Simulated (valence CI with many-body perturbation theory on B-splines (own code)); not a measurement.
**Hyperfine factors and g values of Ti17+**

Computed by relativistic CI+MBPT: three valence electrons over a frozen Dirac-Fock core [He], radial functions for each j: 11 s, 11 p, 9 d, 7 f, 5 g, 2 h, 1 i, with the one-electron correlation potential Σ1, the two-electron term Σ2, the three-electron term Σ3, Breit, model QED; selected CI, second order for the rest (own B-spline code, finite nucleus).

No measured spectrum was set against this ion. As an estimate, levels of excited configurations hold to 0.05 to 0.15 % of their energy, terms of the ground configuration to about 0.5 %.

A/g_I is the dipole constant over the nuclear g factor μ/I (μ in nuclear magnetons, uniformly magnetised nucleus), B/Q the quadrupole constant per barn. Both hold the static response of the core; the bare values leave it out. Large factors of s and p1/2 electrons are usually good to 5 to 10 %; those of open d and f shells near neutrality can be off by tens of per cent, and small factors of p3/2, d and f electrons come from cancelling terms and can be off by a factor of two or in sign, in half-filled shells by more. B is blank for J = 1/2, where it vanishes, and for nearly pure S terms. Energies count from the lowest level.

Names give the largest LS component (configuration and term), which can be under half, so a name can repeat, a term be missing and a line seem to break the LS rules; names also repeat where a configuration has a term twice. Letters in brackets count levels of one name in rising energy.

```tsv
Level	E (Ry)	g	A/g_I (MHz)	A/g_I bare	B/Q (MHz/b)	B/Q bare
2s²2p ²P°_1/2	0.000	0.662	89100	87600		
2s²2p ²P°_3/2	0.513	1.331	17000	18100	30700	30900
2s2p² ⁴P_1/2	2.821	2.655	156000	156000		
2s2p² ⁴P_3/2	3.035	1.730	70100	70100	25000	25100
2s2p² ⁴P_5/2	3.285	1.591	73800	73700	-30100	-30300
2s2p² ²D_3/2	5.067	0.808	-15200	-13500	42600	42800
2s2p² ²D_5/2	5.120	1.205	81700	79900	61100	61400
2s2p² ²S_1/2	6.142	1.399	150000	145000		
2s2p² ²P_1/2	6.689	1.276	172000	165000		
2s2p² ²P_3/2	6.811	1.322	-15600	-12400	-30600	-30800
2p³ ⁴S°_3/2	8.768	1.979	-5020	635		
2p³ ²D°_3/2	9.832	0.849	18900	18200	21500	21600
2p³ ²D°_5/2	9.925	1.198	29700	30800	-337	-339
2p³ ²P°_1/2	11.019	0.662	89600	87200		
2p³ ²P°_3/2	11.190	1.300	15400	17200	-21300	-21400
2s²3s ²S_1/2	50.237	2.001	81400	79400		
2s²3p ²P°_1/2	51.566	0.665	22200	21800		
2s²3p ²P°_3/2	51.709	1.333	9220	9430	9460	9500
2s2p3s ⁴P°_1/2	52.923	2.641	178000	173000		
2s²3d ²D_3/2	52.936	0.798	3040	3030	1620	1660
2s²3d ²D_5/2	52.978	1.199	1140	1150	2260	2320
2s2p3s ⁴P°_3/2	53.070	1.718	118000	116000	-24000	-24200
2s2p3s ⁴P°_5/2	53.409	1.599	84600	83300	32000	32200
2s2p3s ²P°_1/2 [a]	53.620	0.683	45900	45700		
2s2p3s ²P°_3/2 [a]	53.982	1.342	82900	81900	29800	30000
2s2p3p ⁴D_1/2	54.100	0.179	-23100	-22100		
2s2p3p ⁴D_3/2	54.229	1.233	79900	78600	-11400	-11500
2s2p3p ²P_1/2 [a]	54.430	0.552	-76100	-74600		
2s2p3p ²P_3/2 [a]	54.435	1.434	46000	45400	-6580	-6620
2s2p3p ⁴D_5/2	54.458	1.376	56600	55900	5170	5190
2s2p3p ⁴S_3/2	54.744	1.693	80400	79400	-6010	-6040
2s2p3p ⁴P_1/2	54.745	2.620	180000	177000		
2s2p3p ⁴D_7/2	54.761	1.427	51100	50600	41000	41200
2s2p3p ⁴P_3/2	54.967	1.392	69000	68200	26100	26200
2s2p3p ²D_3/2 [a]	55.031	1.304	47000	46400	21900	22000
2s2p3p ⁴P_5/2	55.059	1.531	70500	69700	-2110	-2110
2s2p3d ⁴F°_3/2	55.311	0.438	-30100	-29200	8570	8650
2s2p3p ²D_5/2 [a]	55.313	1.257	45800	45500	32500	32600
2s2p3d ⁴F°_5/2	55.400	1.053	23900	23500	2180	2230
2s2p3d ⁴F°_7/2	55.544	1.256	37900	37300	1750	1800
```

(1) Take the isotope of mass number 47, with I = 5/2, μ = -0.78814 μN and Q = 0.302 b. What is the hyperfine structure of 2s²2p ²P°_3/2?

Answers

(1) From the table A = -5350 MHz, B = 9280 MHz. Shifts from the centre of gravity in MHz: F = 1: 34600, F = 2: 16500, F = 3: -3770, F = 4: -17700.
